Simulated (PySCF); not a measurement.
Al(OH)(OMe)(SeH) (CH5AlO2Se), SMILES C[O][Al]([OH])[SeH]. Atoms are numbered in the order given.

```xyz
10

Al     0.5315    -0.4293     0.0459
O      2.0070    -0.4837     0.8867
H      2.6798    -1.1678     0.8560
O     -0.0435    -1.5947    -1.0254
C      0.1840    -2.8152    -1.6539
H      0.1984    -2.6915    -2.7520
H      1.1453    -3.2786    -1.3574
H     -0.6205    -3.5334    -1.4127
Se    -0.8035     1.4064     0.4048
H      0.1944     1.9533     1.3388
```

Geometry: r2SCAN-D4/def2-SVP. Other conformers were not sampled.

Method: TDA-LC-ωPBE/def2-SVPD (PySCF).

Vertical excitations. Gas-phase values at a fixed geometry.

Q: Give excitation energies, oscillator strengths and character. (An estimate is asked for; the answer gives what the named calculation found.)

A: 
```csv
state,energy (eV),λ (nm),f,main pairs
S1,5.92,209,0.040,"HOMO→LUMO 42 %, HOMO→LUMO+4 37 %"
S2,6.03,206,0.033,"HOMO→LUMO 29 %, HOMO→LUMO+4 27 %, HOMO→LUMO+1 21 %, HOMO→LUMO+2 9 %"
S3,7.06,176,0.056,"HOMO→LUMO+3 52 %, HOMO→LUMO+6 25 %"
S4,7.27,171,0.003,HOMO−2→LUMO 70 %
S5,7.32,169,0.009,HOMO−1→LUMO 72 %
S6,7.82,159,0.189,"HOMO−3→LUMO 43 %, HOMO−3→LUMO+1 20 %, HOMO−3→LUMO+4 10 %"
S7,7.83,158,0.018,"HOMO→LUMO+1 50 %, HOMO−4→LUMO 13 %, HOMO→LUMO+5 10 %"
S8,8.10,153,0.037,"HOMO→LUMO+2 42 %, HOMO−4→LUMO 17 %, HOMO−1→LUMO+3 10 %, HOMO→LUMO+4 7 %"
S9,8.12,153,0.008,"HOMO→LUMO+5 21 %, HOMO→LUMO+13 19 %, HOMO→LUMO+9 18 %, HOMO→LUMO+8 14 %"
S10,8.15,152,0.000,"HOMO−1→LUMO+3 30 %, HOMO→LUMO+2 25 %, HOMO→LUMO+4 11 %, HOMO−1→LUMO+6 8 %"
T1,5.41,229,0,"HOMO→LUMO+4 62 %, HOMO→LUMO+2 12 %"
T2,5.57,223,0,"HOMO→LUMO 60 %, HOMO→LUMO+1 17 %"
T3,6.16,201,0,"HOMO→LUMO+3 55 %, HOMO→LUMO+6 24 %"
T4,6.91,179,0,"HOMO−3→LUMO+4 28 %, HOMO−1→LUMO 27 %, HOMO→LUMO+3 6 %, HOMO−1→LUMO+4 6 %"
```
Triplets are in the Tamm–Dancoff approximation.
